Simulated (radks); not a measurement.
Problem. C II, 5 electrons, occupied as [He] 2s1 2p2 (not the ground configuration). All-electron calculation, scalar-relativistic Kohn-Sham, LDA (Slater exchange, Perdew-Wang correlation), spin-polarised, spherical densities, finite nucleus; open shells are filled with parallel spins first; Fermi nuclear charge, rms radius 2.4702 fm. Program: a radial shooting solver on a logarithmic mesh with Libxc functionals. Some entries of the table are withheld. Estimate them.

| orbital | occ. | eigenvalue (eV) | <r^2> (bohr^2) |
|---|---|---|---|
| 1s up | 1 | (1) | 0.1010 |
| 1s down | 1 | (2) | 0.09974 |
| 2s up | 1 | (3) | (4) |
| 2s down | 0 | (5) | (6) |
| 2p up | 2 | -18.6650 | 2.678 |
| 2p down | 0 | -11.9877 | 3.756 |

Solution. 
(1) 1s up eigenvalue (eV): -285.6760
(2) 1s down eigenvalue (eV): -283.7205
(3) 2s up eigenvalue (eV): -27.2297
(4) 2s up <r^2> (bohr^2): 2.503
(5) 2s down eigenvalue (eV): -20.0825
(6) 2s down <r^2> (bohr^2): 2.977
